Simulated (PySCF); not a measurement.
C3H3F3, SMILES F[C@H]1[C@H](F)[C@H]1F. Geometry optimised at PBE0-D3(BJ)/def2-SVP. The structure was generated by enumeration; whether it is a known compound was not checked.

Level of theory: PBE0-D3(BJ)/def2-SVP run with PySCF.

Harmonic wavenumbers (cm⁻¹): 177, 285, 285, 314, 485, 667, 855, 984, 987, 1024, 1109, 1158, 1195, 1207, 1254, 1322, 1379, 1561, 3180, 3185, 3189. Rotational constants (GHz): 4.769, 3.175, 2.128; symmetry number 1.

Problem. Work out the zero-point energy and the ideal-gas rigid-rotor harmonic-oscillator thermochemistry at 298.15 K and 1 atm.

Solution. ZPE = ½ Σ hcν = ½ × 25802 cm⁻¹ = 154.33 kJ/mol. H − E(el) = 170.89 kJ/mol. Entropy in J/(mol K): translation 165.68, rotation 111.73, vibration 35.47, total 312.88. G − E(el) = 77.60 kJ/mol. Cp = 84.30 J/(mol K).
